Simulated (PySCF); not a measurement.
CHF₃, charge +1, doublet, geometry from GFN2-xTB (a state made from the parent by changing its charge; the spin is typed, not shown lowest), with bond 4-2 at 1.8 times its length; PySCF with B3LYP/def2-SVP.

Here is a job for PySCF.
```python
from pyscf import gto, scf, dft

mol = gto.Mole()
mol.atom = '''
    F     1.124502   -0.567534   -0.062268
    C     0.003383    0.023719    0.227829
    F    -1.047776   -0.701701   -0.016047
    F    -0.149112    2.207453   -0.600267
    H     0.021201    0.148657    1.427883
'''
mol.basis = 'def2-svp'
mol.charge = 1
mol.spin = 1
mol.verbose = 4
mol.build()

mf = dft.UKS(mol)
mf.xc = 'b3lyp'
mf.kernel()
mo_i, mo_e, stable_i, stable_e = mf.stability(internal=True, external=False, return_status=True, nroots=6, tol=1e-6)
print('internally stable:', stable_i, ' externally stable:', stable_e)
if not stable_i:
    umf = mf.copy()
    umf.scf_summary = {}
    umf.kernel(umf.make_rdm1(mo_i, mf.mo_occ))
```

What the program printed (banner, timings and long lists left out):

```
PySCF version 2.14.0

[INPUT] verbose = 4
[INPUT] num. atoms = 5
[INPUT] num. electrons = 33
[INPUT] charge = 1
[INPUT] spin (= nelec alpha-beta = 2S) = 1
[INPUT] symmetry False subgroup None
[INPUT] Mole.unit = angstrom
[INPUT] Symbol           X                Y                Z      unit          X                Y                Z       unit  Magmom
[INPUT]  1 F      1.124502000000  -0.567534000000  -0.062268000000 AA    2.125000806526  -1.072483826379  -0.117669466324 Bohr   0.0
[INPUT]  2 C      0.003383000000   0.023719000000   0.227829000000 AA    0.006392943479   0.044822413949   0.430534413234 Bohr   0.0
[INPUT]  3 F     -1.047776000000  -0.701701000000  -0.016047000000 AA   -1.980009679892  -1.326022711333  -0.030324435121 Bohr   0.0
[INPUT]  4 F     -0.149112000000   2.207453000000  -0.600267000000 AA   -0.281780841886   4.171481602850  -1.134340231614 Bohr   0.0
[INPUT]  5 H      0.021201000000   0.148657000000   1.427883000000 AA    0.040064083567   0.280921016499   2.698307807922 Bohr   0.0

nuclear repulsion = 112.572824079866
number of shells = 27
number of NR pGTOs = 103
number of NR cGTOs = 61
basis = def2-svp
ecp = {}

******** <class 'pyscf.dft.uks.UKS'> ********
method = UKS
initial guess = minao
damping factor = 0
level_shift factor = 0
DIIS = <class 'pyscf.scf.diis.CDIIS'>
diis_start_cycle = 1
diis_space = 8
diis_damp = 0
SCF conv_tol = 1e-09
SCF conv_tol_grad = None
SCF max_cycles = 50
direct_scf = True
direct_scf_tol = 1e-13
number electrons alpha = 17  beta = 16
XC library pyscf.dft.libxc version 7.1.2
    S. Lehtola, C. Steigemann, M. J. T. Oliveira, and M. A. L. Marques,  SoftwareX 7, 1–5 (2018)
XC functionals = b3lyp
    P. J. Stephens, F. J. Devlin, C. F. Chabalowski, and M. J. Frisch,  J. Phys. Chem. 98, 11623 (1994)
radial grids:
    Treutler-Ahlrichs [JCP 102, 346 (1995); DOI:10.1063/1.469408] (M4) radial grids

becke partition: Becke, JCP 88, 2547 (1988); DOI:10.1063/1.454033
pruning grids: <function nwchem_prune>
grids dens level: 3
symmetrized grids: False
atomic radii adjust function: <function treutler_atomic_radii_adjust>
small_rho_cutoff = 0
Set gradient conv threshold to 3.16228e-05
tot grids = 66712
init E= -337.983888495187

cycle= 1 E= -336.770807423103  delta_E= 1.21  |g|= 0.884  |ddm|= 1.49
cycle= 2 E= -324.023599100677  delta_E= 12.7  |g|= 2.87  |ddm|= 3.92
cycle= 3 E= -336.758220569748  delta_E= -12.7  |g|= 0.984  |ddm|= 3.85
cycle= 4 E= -337.347697218261  delta_E= -0.589  |g|= 0.17  |ddm|=  0.9
cycle= 5 E= -337.370937061123  delta_E= -0.0232  |g|= 0.185  |ddm|= 0.396
cycle= 6 E= -337.383880524352  delta_E= -0.0129  |g|= 0.123  |ddm|= 0.105
cycle= 7 E= -337.394583075595  delta_E= -0.0107  |g|= 0.0347  |ddm|= 0.184
cycle= 8 E= -337.395567253612  delta_E= -0.000984  |g|= 0.015  |ddm|= 0.0438
cycle= 9 E= -337.396241180481  delta_E= -0.000674  |g|= 0.0104  |ddm|= 0.0507
cycle= 10 E= -337.397096285152  delta_E= -0.000855  |g|= 0.00617  |ddm|= 0.0829
cycle= 11 E= -337.397591786683  delta_E= -0.000496  |g|= 0.00577  |ddm|= 0.0641
cycle= 12 E= -337.397826161595  delta_E= -0.000234  |g|= 0.00401  |ddm|= 0.0371
cycle= 13 E= -337.398087769165  delta_E= -0.000262  |g|= 0.00336  |ddm|= 0.0551
cycle= 14 E= -337.398297652365  delta_E= -0.00021  |g|= 0.000995  |ddm|= 0.0823
cycle= 15 E= -337.398314998226  delta_E= -1.73e-05  |g|= 0.000665  |ddm|= 0.0244
cycle= 16 E= -337.398315930994  delta_E= -9.33e-07  |g|= 0.000493  |ddm|= 0.00385
cycle= 17 E= -337.398316422361  delta_E= -4.91e-07  |g|= 0.000535  |ddm|= 0.00617
cycle= 18 E= -337.398316575843  delta_E= -1.53e-07  |g|= 7.36e-05  |ddm|= 0.000932
cycle= 19 E= -337.398316579041  delta_E= -3.2e-09  |g|= 2.28e-05  |ddm|= 0.00012
cycle= 20 E= -337.398316579876  delta_E= -8.35e-10  |g|= 1.55e-05  |ddm|= 0.000147
Extra cycle  E= -337.398316579796  delta_E= 8.03e-11  |g|= 2.89e-05  |ddm|= 3.23e-05
converged SCF energy = -337.398316579796  <S^2> = 0.75413016  2S+1 = 2.0041259
uhf_internal: lowest eigs of H = [0.00061943 0.03175292 0.21634188 0.31789416 0.32454231 0.32965584]
<class 'pyscf.dft.uks.UKS'> wavefunction is stable in the internal stability analysis
internally stable: True  externally stable: None
```
